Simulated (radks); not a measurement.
Valence configurations of Tm IV (all share [Xe]). Method: Dirac Kohn-Sham, PBE, spin-unpolarised, spherical densities, finite nucleus; open shells fill j = l - 1/2 first; Fermi nuclear charge, rms radius 5.2256 fm; computed with a radial shooting solver on a logarithmic mesh with Libxc functionals. Energies are relative to 4f12; eigenvalues in eV.

valence,E (eV),e(4f5/2),e(4f7/2),e(5d3/2),e(6p1/2),e(6p3/2)
4f12,0.000,-36.333,-35.061,-,-,-
4f10 6p2,51.338,-61.048,-59.627,-,-23.641,-
4f10 6s1 6p1,45.210,-60.055,-58.635,-,-23.155,-
4f11 6p1,20.711,-48.167,-46.822,-,-21.358,-
4f11 5d1,12.374,-43.754,-42.412,-27.263,-,-
4f8 5d2 6s1 6p1,106.74,-78.438,-76.874,-38.867,-24.168,-
4f10 6s2,39.107,-59.051,-57.632,-,-,-
4f8 6s1 6p3,141.31,-88.820,-87.246,-,-27.448,-25.803
4f11.5 5d0.5,5.509,-39.953,-38.646,-26.305,-,-
4f9 5d2 6p1,66.157,-65.194,-63.706,-34.322,-22.487,-

NIST lists [Xe] 4f12 as the ground configuration; this level of theory agrees among the configurations tried. The energies are those of spherical spin-averaged densities, not of single terms.
